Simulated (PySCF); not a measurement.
Calculation: r2SCAN-D4/def2-TZVP in PySCF. Isolated molecules, 0 K electronic values unless said otherwise. Delta-SCF ions had no search for a lower state. 

Reference species (SMILES): `C#CN` (neutral, multiplicity 1).

The HOMO–LUMO gap is 6.11 eV. The vertical ionisation energy (Delta-SCF) comes out as 8.90 eV and the HOMO is -5.50 eV.

Changed species: `C=C=N`.

Q: Predict the effect on the HOMO–LUMO gap, vertical ionisation energy (Delta-SCF) and HOMO.

A: the HOMO–LUMO gap drops by 1.11 eV, to 5.00 eV; the vertical ionisation energy (Delta-SCF) rises by 0.38 eV, to 9.28 eV; the HOMO decreases by 0.46 eV, to -5.96 eV.
